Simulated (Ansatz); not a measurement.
Reaction (redistribution): `[CH3][Sn][NH2]` + `N[Si]Cl` → `[NH2][Sn][NH2]` + `C[Si]Cl`

Isolated molecules relaxed with PBE0-D4/def2-TZVP in Ansatz; ΔE leaves out vibrations. CCSD(T)/CBS is the MP2 limit (def2-TZVPP, def2-QZVPP) plus CCSD(T) − MP2 in def2-TZVPP, frozen cores. This one scheme is used for every species. Functionals use def2-TZVPP. Elements past krypton have def2 core potentials. For Sn outer-core shells are correlated without core-valence functions, which leaves a few kJ/mol of doubt a bond. One conformer a species, not always the lowest.

`[CH3][Sn][NH2]`:

```xyz
8

C    -1.328    0.207   -0.039
Sn    0.155   -1.046   -1.059
N     1.679   -0.297    0.025
H    -1.216    0.118    1.045
H    -2.349   -0.066   -0.312
H    -1.167    1.255   -0.312
H     2.640   -0.575   -0.093
H     1.585    0.404    0.746
```

`N[Si]Cl`:

Cartesian coordinates in Å:
```
N -0.534 -0.376 -0.085
Si 0.259 0.577 1.079
Cl 1.897 1.183 -0.094
H -1.399 -0.849 0.131
H -0.223 -0.536 -1.032
```

`[NH2][Sn][NH2]`:

Z-matrix (Å, degrees):
```
N
Sn 1 2.019
H 1 1.007 2 122.7
H 1 1.008 2 126.1 3 -179.8
N 2 2.019 1 94.4 3 179.9
H 5 1.008 2 126.1 1 0.1
H 5 1.007 2 122.7 1 179.9
```

`C[Si]Cl`:

Z-matrix (Å, degrees):
```
C
Si 1 1.887
H 1 1.093 2 111.6
H 1 1.096 2 110.2 3 121.2
H 1 1.096 2 110.2 3 -121.3
Cl 2 2.093 1 98.3 3 179.9
```

```
       level  ΔE (kJ/mol)
      PBE-D4         63.1
   r2SCAN-D4         64.5
     ωB97X-V         62.5
MP2/def2-SVP         70.6
```

**Question.** What does CCSD(T)/CBS give? (Estimate.)

**Answer.** Computed: +63.4 kJ/mol. The listed levels differ from it by -0.3, 1.1, -0.9, 7.2 kJ/mol.

**Question.** What do rigid-rotor, harmonic-oscillator terms from PBE0-D4/def2-TZVP frequencies (298.15 K, 1 bar) make of the CCSD(T)/CBS value? (An estimate is asked.)

**Answer.** Computed: ΔZPE = -5.0 kJ/mol, ΔH = +60.1 kJ/mol, ΔS = -3 J/(mol·K), ΔG = +60.9 kJ/mol. Modes under 50 cm⁻¹ make the entropy rough.

Largest T1 diagnostic among the species: 0.016.

At CCSD(T), def2-SVP lies +6.8 kJ/mol from the extrapolated value and def2-TZVPP +2.8 kJ/mol. Leaving LDA and LC-ωPBE aside and taking each functional with its dispersion term where it has one, the values, not all of them listed here, spread over 3.2 kJ/mol, from ωB97X-V to r2SCAN0-D4.
